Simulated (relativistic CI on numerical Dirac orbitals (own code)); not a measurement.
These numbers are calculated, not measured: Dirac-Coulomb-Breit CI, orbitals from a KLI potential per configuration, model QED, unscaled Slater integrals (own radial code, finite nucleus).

The strongest absorption lines from the ground level of an ion, among the configurations computed and to levels below about 642 eV (vacuum wavelength in Å, gf): 37.450 (0.71), 37.728 (0.73), 37.836 (1.1), 37.910 (0.14), 38.367 (0.078), 47.881 (0.21), 52.934 (0.61), 53.573 (0.31).

(1) Which ion is it?
A. Pr⁴⁰⁺
B. Eu⁴⁶⁺
C. Pr⁴²⁺
D. Ho⁵⁰⁺

Answers

(1) C. Pr⁴²⁺ has 17 electrons and the ground level 3s²3p⁵ ²P°3/2; the strongest line goes to 3s²3p⁴3d ²D5/2. The pattern of lines fixes the number of electrons, and along that sequence the line energies rise steadily with the charge (about as its square where n changes within one kind of shell, about linearly where n is kept but much faster in heavy ions where fine structure, which grows about as Z⁴, sets the gap, and irregularly where shells cross), which fixes Z. Configurations outside the model, such as inner-shell arrays, can give stronger lines. At this charge energies of transitions that change n are usually good to better than 1 %, and those within a shell (Δn = 0) to a few per cent.

LS names give the leading component of a level, which can be under half, so a name can repeat, a term be missing and a line seem to break the LS rules.
